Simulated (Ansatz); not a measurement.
| atom | x (Å) | y (Å) | z (Å) |
| --- | --- | --- | --- |
| C | -0.0471 | 0.6644 | 0.0000 |
| O | -0.0471 | -3.6044 | 0.0000 |
| H | -1.0930 | 0.9698 | 0.0000 |
| H | 0.8785 | -3.8943 | 0.0000 |
| H | 0.4371 | 1.0804 | 0.8918 |
| H | 0.4371 | 1.0804 | -0.8918 |

Basis set: pcseg-2 (spherical functions). Charge 0, multiplicity 1.

Computed with Ansatz (development build ahead of 0.2.0); each method stands on the lowest determinant of its kind that the runs found. Restricted functionals stand beside restricted open-shell atoms, which can lie above the unrestricted atoms usual in DFT and then raise those values.

Give the atomization energy at this shape (free ground-state atoms in the same class of orbitals less the molecule, no zero-point energy) of singlet CH4O in separate pieces by ωB97X (unrestricted), r²SCAN (unrestricted), r²SCAN (restricted).

| method | atomization energy |
| --- | --- |
| ωB97X (unrestricted) | 17.57 eV |
| r²SCAN (unrestricted) | 17.87 eV |
| r²SCAN (restricted) | 16.21 eV |

Caution: charge can spread falsely over distant fragments; the shape is not the minimum. Caution for ωB97X (unrestricted), r²SCAN (unrestricted): the unrestricted determinant is a mixture of spin states. Caution for r²SCAN (restricted): an unrestricted determinant lies well below.
